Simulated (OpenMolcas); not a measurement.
Rh5+: CASPT2 settings compared

| Property | Result |
| --- | --- |
| Program | OpenMolcas |
| Basis | ANO-R3 [8s6p5d3f2g1h] |
| Scalar Hamiltonian | X2C, finite nucleus |
| Active space | 4 electrons in 5 orbitals (4d) |
| State averaging | 2S+1 = 5 even, 5 roots; 2S+1 = 3 even, 35 roots kept (CI in the orbitals of an earlier block); 2S+1 = 1 even, 35 roots kept (CI in the orbitals of an earlier block) |
| Spin-orbit coupling | state interaction with AMFI integrals over the reference wave functions, term energies averaged over their components |

Methods on the same reference wave functions:
A. CASSCF
B. SS-CASPT2, IPEA 0.15 Eh, real shift 0.4 Eh (closed shells correlated: none)
C. SS-CASPT2, IPEA 0.6 Eh, sigma2 regulariser 0.15 Eh (closed shells correlated: 4s 4p)
D. XMS-CASPT2, IPEA 0.5 Eh, imaginary shift 0.25 Eh (closed shells correlated: 4s 4p)

Energies in cm-1 above 4d4 5D0.

| Level | A | B | C | D |
| --- | --- | --- | --- | --- |
| 4d4 5D0 | 0.0 | 0.0 | 0.0 | 0.0 |
| 4d4 5D1 | 591 | 659 | 632 | 631 |
| 4d4 5D2 | 1597 | 1720 | 1668 | 1666 |
| 4d4 5D3 | 2867 | 3000 | 2940 | 2940 |
| 4d4 5D4 | 4328 | 4430 | 4370 | 4380 |
| 4d4 3P0 | 22086 | 17640 | 18930 | 19060 |
| 4d4 3H4 [73 %] | 22497 | 21460 | 20200 | 20600 |
| 4d4 3H5 | 23835 | 23050 | 21680 | 22090 |
| 4d4 3H6 | 24988 | 24310 | 22880 | 23300 |
| 4d4 3P1 | 25134 | 20690 | 22050 | 22200 |
| 4d4 3F3 [53 %] | 26208 | 23520 | 23100 | 23560 |
| 4d4 3F2 | 26718 | 23570 | 23710 | 24150 |
| 4d4 3F4 [61 %] | 27138 | 24620 | 24260 | 24690 |
| 4d4 3P2 | 29356 | 24860 | 26130 | 26310 |
| 4d4 3G3 [53 %] | 29984 | 27620 | 26810 | 27270 |
| 4d4 3G4 [65 %] | 30582 | 28310 | 27200 | 27610 |
| 4d4 3G5 | 31359 | 29480 | 28130 | 28600 |
| 4d4 1I6 | 35685 | 34740 | 32150 | 32800 |
| 4d4 3D3 | 36829 | 32920 | 31770 | 32440 |
| 4d4 3D2 | 37282 | 33200 | 32330 | 32960 |
| 4d4 3D1 | 37786 | 33890 | 32780 | 33440 |
| 4d4 1G4 | 38911 | 35770 | 34690 | 34850 |
| 4d4 1S0 | 43839 | 38040 | 37880 | 38020 |

Among B to D the level of the table that moves most is 4d4 1I6, by 2600 cm-1 (lowest in C, highest in B). Moves below CASPT2's spread within the term are not significant.

From A to B the spin-free energies of the other terms of 4d4 shown, above 5D, scale by factors of 0.81 to 0.96, as is usual when dynamic correlation screens the repulsion within a d or f shell.

The lowest spin-free term lies below A's lowest term by 0.044 hartree in B, 0.370 hartree in C, 0.379 hartree in D.

CASPT2 breaks the degeneracy within a term, and the mean is taken; among the terms shown or strongly mixed into the levels shown the widest spread is 2300 cm-1 (4d4 1I, D). Terms from blocks run as CI alone lack orbitals of their own. Without dynamic correlation excited terms often stand tens of per cent too high (terms of higher spin than the ground term too low), and those without a measured partner can miss by more than the paired ones (holds for A). The CASPT2 spread within a term exceeds the gap to the next term for 4d4 3H and 4d4 3P, 4d4 3P and 4d4 3F, 4d4 3F and 4d4 3G and others, so the order of their levels is uncertain, and so are names and mixing where such terms share a J (holds for D). Levels of configurations outside the active space are missing. Levels that lie high or do not pair safely by name in every column are left out.

A share in square brackets marks a mixed level and gives the weight of the term that names it, the lowest over the columns.
